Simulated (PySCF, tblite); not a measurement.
Species: C2H13NSi3.
Geometry (GFN2-xTB, Å), atoms numbered from 1 in this order:
```xyz
19
C2H13NSi3 angstrom
C     -0.1918    1.9761   -0.3267
Si    -0.6631    0.2195    0.2395
N     -1.9863    0.4714    1.3412
Si    -1.1092   -1.1627   -1.5742
C      0.7212   -0.5012    1.3449
Si     2.4283   -0.6736    0.5433
H     -1.0142    2.4570   -0.8479
H      0.0779    2.6072    0.5146
H      0.6542    1.9493   -1.0063
H     -2.3162   -0.3043    1.8929
H     -2.7719    1.0265    1.0424
H     -1.3973   -2.5482   -1.1767
H     -0.0193   -1.2388   -2.5516
H     -2.2947   -0.7389   -2.3339
H      0.4048   -1.4833    1.6990
H      0.8150    0.1208    2.2353
H      2.3462   -1.5606   -0.6212
H      3.3791   -1.2444    1.5047
H      2.9275    0.6374    0.1207
```

Computed with wB97X-D/def2-SVPD in PySCF (dipole) on a GFN2-xTB geometry, gas phase.

Take the most abundant isotopes and a rigid rotor. The values belong to one conformer with, in the numbering `[CH3:1][Si@@:2]([NH2:3])([SiH3:4])[CH2:5][SiH3:6]`, C1–Si2–N3–H -170° and 52°, C1–Si2–C5–Si6 -61°.

Question: Give the principal moments of inertia and the rotational constants in cm⁻¹.

Answer: Ia = 267.52, Ib = 430.36, Ic = 530.62 u·Å²; 505379 MHz·u·Å²/I gives 1889, 1174 and 952.4 MHz, that is A = 0.06302, B = 0.03917, C = 0.03177 cm⁻¹.

Question: What kind of rotor is it?

Answer: An asymmetric top; Ray's κ = -0.526.

Question: Is it planar, by Δ = Ic − Ia − Ib?

Answer: Not planar: Δ = Ic − Ia − Ib = -167.25 u·Å². For a rigid frame Δ = −2 Σ m c², so Σ m c² = 83.62 u·Å² lies off the ab plane: 27.15 from hydrogen and 56.47 from heavier atoms. The atom farthest from that plane is 2.39 Å away.

Question: Give the other two planar moments, Paa and Pbb, and the rms extents of the mass along the axes.

Answer: Paa = Σ m a² = (Ib + Ic − Ia)/2 = 346.73 and Pbb = Σ m b² = (Ia + Ic − Ib)/2 = 183.89 u·Å². With the mass M = 135.04 u, the rms extents √(P/M) along a, b and c are 1.60, 1.17, 0.79 Å.

Question: List the rotational levels J(Ka,Kc) to J = 5 (MHz).

Answer: Above 0(0,0):
J = 1: 1(0,1) 2127, 1(1,1) 2842, 1(1,0) 3063
J = 2: 2(0,2) 6336, 2(1,2) 6873, 2(1,1) 7539, 2(2,1) 9683, 2(2,0) 9727
J = 3: 3(0,3) 12550, 3(1,3) 12895, 3(1,2) 14221, 3(2,2) 16064, 3(2,1) 16274, 3(3,1) 20218, 3(3,0) 20223
J = 4: 4(0,4) 20692, 4(1,4) 20885, 4(1,3) 23065, 4(2,3) 24536, 4(2,2) 25110, 4(3,2) 28799, 4(3,1) 28837, 4(4,1) 34515, 4(4,0) 34515
J = 5: 5(0,5) 30723, 5(1,5) 30819, 5(1,4) 34001, 5(2,4) 35072, 5(2,3) 36245, 5(3,3) 39535, 5(3,2) 39681, 5(4,2) 45246, 5(4,1) 45251, 5(5,1) 52588, 5(5,0) 52588
Those of J = 1 are B + C, A + C and A + B.

Question: Which lines would a microwave search look for?

Answer: The dipole components are |μa| = 0.83 D, |μb| = 0.93 D, |μc| = 0.58 D. Intensities carry the squares of the components, which stand as 0.79 : 1.00 : 0.39 (a : b : c). Some lines, for components of 0.1 D or more:

```tsv
type	branch	J(Ka,Kc)	MHz	lower level (cm⁻¹)
c	Q	2(1,2) ← 2(0,2)	537	0.211
c	Q	1(1,1) ← 1(0,1)	715	0.071
b	Q	3(1,2) ← 3(0,3)	1671	0.419
b	Q	3(2,1) ← 3(1,2)	2053	0.474
c	Q	2(2,1) ← 2(1,1)	2144	0.251
b	Q	2(2,1) ← 2(1,2)	2810	0.229
b	R	1(1,1) ← 0(0,0)	2842	0.000
b	R	2(1,2) ← 1(0,1)	4746	0.071
c	R	2(1,1) ← 1(0,1)	5412	0.071
b	R	3(0,3) ← 2(1,2)	5677	0.229
a	R	3(2,1) ← 2(2,0)	6546	0.324
b	R	3(1,3) ← 2(0,2)	6559	0.211
b	R	2(2,1) ← 1(1,0)	6620	0.102
c	R	2(2,1) ← 1(1,1)	6842	0.095
b	R	2(2,0) ← 1(1,1)	6886	0.095
c	R	3(2,2) ← 2(1,2)	9190	0.229
b	R	3(3,1) ← 2(2,0)	10490	0.324
c	R	3(3,0) ← 2(2,0)	10496	0.324
c	R	3(3,1) ← 2(2,1)	10534	0.323
b	R	3(3,0) ← 2(2,1)	10540	0.323
```

Question: Estimate the classical rotational partition function at 100 K, 200 K and 500 K.

Answer: Point group C1, symmetry number σ = 1; q = (√π/σ)·√((kT/h)³/(ABC)), k/h = 20836.6 MHz/K: 116000 at 100 K, 328000 at 200 K, 1300000 at 500 K.

Its lowest GFN2-xTB frequency is 6 cm⁻¹, too small to tell a flat minimum from a shallow saddle. No vibrational averaging or centrifugal distortion is included, and the geometry carries the error of its method. A rigid rotor knows nothing of inversion at nitrogen or internal rotation, which can split or shift real lines. Quadrupole hyperfine structure (14N) is left out.
